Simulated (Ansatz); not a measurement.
Ansatz (a program for electronic structure) input:

Ansatz 0.2 input:
```yaml
crystal:
  periodic: [false, false, false]
  atoms:
    - {symbol: La, position_ang: [-0.00000000, -0.00000000, -0.23655829]}
    - {symbol: O, position_ang: [0.00000000, 0.00000000, 1.68547780]}
basis:
  gaussian:
    orbitals: def2-SVPD
magnetization: {spin_polarized: true, initial_magnetization: 1}
correlation: {method: ccsd_t, electrons: outside_noble_gas}
output: {forces: true}
```

### Question
What final total energy does it print?

### Answer
-106.21593 Eh (CCSD(T)/def2-SVPD). The basis has 58 functions.

The spin state was set by rule; other spins were not relaxed.
